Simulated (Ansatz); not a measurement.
Isolated molecules relaxed with PBE0-D4/def2-TZVP in Ansatz; ΔE leaves out vibrations. CBS: MP2 limit from def2 TZ/QZ plus the TZ coupled-cluster correction, frozen cores. This one scheme is used for every species, atoms too. For atomizations the MP2-based limit and the directly extrapolated one differ by several kJ/mol either way, and by 10 to 25 for some Ge, Se and Sn compounds, so smaller differences from it don't rank the levels. DFT in def2-TZVPP. B3LYP here is the variant with VWN-RPA as its local correlation; programs differ in this. No spin–orbit coupling; open shells (•) take unrestricted orbitals. Spin–orbit coupling would lower the free atoms: a little for F, O, Si; clearly for Ge. Bonds to Ge are less sure, by a few kJ/mol each and by 10 to 20 or more in all where they break to atoms, as the def2 sets lack core-valence functions. Scalar relativity is left out up to krypton. One conformer a species, not always the lowest.

Reaction (atomization): `[OH][Ge@H]1[SiH2][Si@H]1F` → F• + Ge• + 5 H• + O• + 2 Si•

```tsv
level	ΔE (kcal/mol)	difference from CCSD(T)/CBS
revPBE-D4	736.5	-17.4
B97M-V	759.5	5.6
PBE0-D4	741.5	-12.4
B3LYP-D4	742.4	-11.5
r2SCANh-D4	747.6	-6.3
r2SCAN0-D4	737.9	-16.0
revPBE	721.7	-32.2
r2SCANh	746.1	-7.8
CAM-B3LYP	740.9	-13.0
CCSD(T)/def2-SVP	681.6	-72.3
CCSD(T)/CBS	753.9	0
```

Largest T1 diagnostic among the species: 0.014.

From PBE to PBE0 (25 % exact exchange), in def2-TZVPP and without D4, ΔE moves by −14.4 kcal/mol: exact exchange takes away binding that semilocal exchange gives to molecules. Leaving LDA and LC-ωPBE aside and taking each functional with its dispersion term where it has one, the values, not all of them listed here, spread over 39.0 kcal/mol, from BHLYP-D4 to B97M-V. LDA lies +112.7 kcal/mol from PBE without D4, its usual overbinding.
